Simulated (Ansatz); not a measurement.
Reaction (formal exchange of groups at the Si–C bond): `C[Si](C)(O)[SiH3]` + `CSCN` → `C[Si](N)(O)[SiH3]` + `CCSC`

Isolated molecules relaxed with PBE0-D4/def2-TZVP in Ansatz; ΔE leaves out vibrations. CBS: MP2 limit from def2 TZ/QZ plus the TZ coupled-cluster correction, frozen cores. Functionals use def2-TZVPP. B3LYP here is the variant with VWN-RPA as its local correlation; programs differ in this. Each species was taken in one conformer, which may not be the lowest.

```
             level  ΔE (kcal/mol)  difference from CCSD(T)/CBS
            PBE-D4          -17.4                          3.6
         r2SCAN-D4          -19.1                          1.9
           PBE0-D4          -18.8                          2.2
          B3LYP-D4          -19.7                          1.3
           ωB97X-V          -19.9                          1.1
           ωB97M-V          -20.2                          0.8
            B2PLYP          -20.4                          0.6
               PBE          -17.3                          3.7
            r2SCAN          -19.1                          1.9
              PBE0          -18.7                          2.3
             B3LYP          -19.6                          1.4
     HF/def2-TZVPP          -22.3                         -1.3
    MP2/def2-TZVPP          -21.3                         -0.3
SCS-MP2/def2-TZVPP          -21.3                         -0.3
   CCSD/def2-TZVPP          -20.9                          0.1
CCSD(T)/def2-TZVPP          -20.5                          0.5
     HF/def2-QZVPP          -22.6                         -1.6
    MP2/def2-QZVPP          -21.7                         -0.7
SCS-MP2/def2-QZVPP          -21.7                         -0.7
      HF/CBS(def2)          -22.6                         -1.6
     MP2/CBS(def2)          -21.9                         -0.9
    CCSD/CBS(def2)          -21.5                         -0.5
       CCSD(T)/CBS          -21.0                            0
```

Largest T1 diagnostic among the species: 0.012.

From PBE to PBE0 (25 % exact exchange), in def2-TZVPP and without D4, ΔE moves by −1.4 kcal/mol. In def2-TZVPP, CCSD(T) changes the Hartree–Fock value by +1.9 kcal/mol (the triples alone add +0.5 kcal/mol) and MP2 by +1.0 kcal/mol.
